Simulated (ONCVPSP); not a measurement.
scandium: ONCV pseudisation with PBE, scalar-relativistic reference atom.

Sc, optimised norm-conserving Vanderbilt (ONCV), made with ONCVPSP 4.0.1 (PBE, scalar-relativistic). Core [Ar], reference 3d1.5 4s1.5. Waves: 4s: rc 3.00 bohr, ncon 4, nbas 8, qcut 1.9 1/bohr, 2 projectors, debl 2.6 Ha; p scattering state at 0.08 Ha: rc 2.35 bohr, ncon 4, nbas 7, qcut 3.5 1/bohr, 3 projectors, debl 2.4 Ha; 3d: rc 2.25 bohr, ncon 4, nbas 9, qcut 7.1 1/bohr, 2 projectors, debl 3.1 Ha. Local part: polynomial inside 1.65 bohr (lpopt 1, dvloc0 6 Ha). Core correction: polynomial model core, fcfact 0.5.

- Cutoffs needed: 18 Ha and 21 Ha (the cutoffs (Ha) at which the residual kinetic energy of the hardest occupied pseudo-wave falls to 1 and 0.1 mHa per electron)
- Ghost test: ghosts flagged at negative energy: p at -31.3 eV; GHOST(+) flagged for s at 88.0 eV; a true bound ghost makes a file unfit for plane-wave use
- Largest excitation error: -45 meV (all-electron minus pseudo) for 3d1 4s0, out of 4 test configurations
- rms error of d²Exc/dni dnj: 22.75 mHa without and 5.45 mHa with the model core
